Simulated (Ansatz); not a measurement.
Relaxation of F₂GeH₃ (6 atoms, charge 0, multiplicity 2), to a largest force component of 0.03 eV/Å in at most 50 steps.

Method: UKS B3LYP-D4/def2-SVP (Ansatz).

```xyz
6
Properties=species:S:1:pos:R:3
Ge 0.015 -0.026 -0.083
F -0.143 0.242 1.599
H 1.509 0.053 -0.439
F -0.775 1.342 -0.800
H -0.799 -1.281 -0.444
H 0.133 -0.225 3.655
```

Question: Where does it end, and by what steps?

Answer: The run converged. The force dipped under the threshold on the way, but the program's further checks kept it going. After 5 steps the energy has fallen by 0.059 eV; H6 moved furthest, 0.44 Å.

| step | energy less start (eV) | largest force component (eV/Å) | accepted |
| --- | --- | --- | --- |
| 0 | 0.0000 | 0.908 | yes |
| 1 | -0.0306 | 0.420 | yes |
| 2 | -0.0525 | 0.078 | yes |
| 3 | -0.0571 | 0.041 | yes |
| 4 | -0.0585 | 0.013 | yes |
| 5 | -0.0591 | 0.010 | yes |

```xyz
6
Properties=species:S:1:pos:R:3
Ge 0.001 -0.003 -0.168
F -0.183 0.307 1.532
H 1.496 0.052 -0.499
F -0.771 1.337 -0.955
H -0.791 -1.270 -0.505
H 0.188 -0.317 4.084
```

Whether the end is a true minimum wasn't checked by a vibrational analysis.

The run took 7.6 s on 2 threads of Intel(R) Xeon(R) 6975P-C (Granite Rapids), on a shared host, peak memory 0.21 GiB.
